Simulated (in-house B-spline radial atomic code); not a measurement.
Kr²⁺: [He] 2s2 (2p1/2)2 (2p3/2)3 3s2 3p6 3d10 4s2 4p5 (with a hole in an inner shell)

All numbers are computed (Dirac-Kohn-Sham PBE0, spherical fractional occupations; Fermi nucleus of rms radius 4.1884 fm) with a B-spline radial code for spherical atoms, not measured.

Z_r = [3n² - l(l+1)]/(2<r>); Z_e = n√(-2ε); the last column is Slater's effective charge. Values are occupation-weighted means over j. An effective charge above Z reflects the relativistic contraction of the inner shells.

```csv
shell,electrons,ε (eV),<r> (bohr),Z_r,Z_e,Slater
1s,2,-14364,0.04146,36.18,32.49,35.70
2s,2,-1979.9,0.1816,33.04,24.13,32.20
2p,5,-1769.7,0.158,31.65,22.81,32.20
3s,2,-320.23,0.5184,26.04,14.55,25.60
3p,6,-249.85,0.5243,23.84,12.86,25.60
3d,10,-132.22,0.5228,20.08,9.35,15.85
4s,2,-52.275,1.446,16.60,7.84,9.60
4p,5,-34.844,1.652,13.92,6.40,9.60
```

The least bound orbital is 4p3/2 at -34.53 eV, and it is also the most diffuse (<r> = 1.662 bohr). The part-filled 2p shell lies below the filled 4s shell in orbital energy.

For the 1s electron the small component carries 1.71 % of the norm, the zero-frequency Breit interaction raises the level by 23.26 eV, self-energy by 12.54 eV, and vacuum polarisation lowers it by 1.304 eV.

Caution: exact exchange at fractional occupations of open shells leaves self-interaction of up to several eV.
